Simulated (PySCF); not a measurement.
H6F2N2Si2, SMILES N[SiH2]N[SiH](F)F (B3LYP/def2-SVP optimised geometry):

```
12

Si    -0.463    -0.763     0.000
F     -1.008     0.763     0.000
F     -1.004    -1.363     1.404
N     -1.090    -1.628    -1.332
Si    -0.271    -2.533    -2.594
N     -0.847    -2.023    -4.138
H      1.008    -0.763     0.000
H     -2.108    -1.622    -1.420
H      1.177    -2.316    -2.304
H     -0.563    -3.994    -2.550
H     -0.937    -2.690    -4.897
H     -0.714    -1.078    -4.485
```

Method: PySCF 2.14.0 with B3LYP/def2-TZVP.

Task: What are the frontier orbital energies and the dipole moment?

Result: HOMO-2 -9.68 eV, HOMO-1 -8.14 eV, HOMO -7.51 eV, LUMO 0.17 eV, LUMO+1 0.43 eV; dipole moment 3.29 D.

On the same geometry PBE/def2-TZVP (PySCF) gives HOMO-2 -8.45 eV, HOMO-1 -6.96 eV, HOMO -6.33 eV, LUMO -0.34 eV, LUMO+1 -0.16 eV; dipole moment 3.23 D.

Meta-Löwdin charges at B3LYP/def2-TZVP: Si1 1.39, F2 -0.51, F3 -0.51, N4 -0.82, Si5 0.87, N6 -0.74, H7 -0.13, H8 0.25, H9 -0.15, H10 -0.13, H11 0.24, H12 0.24.
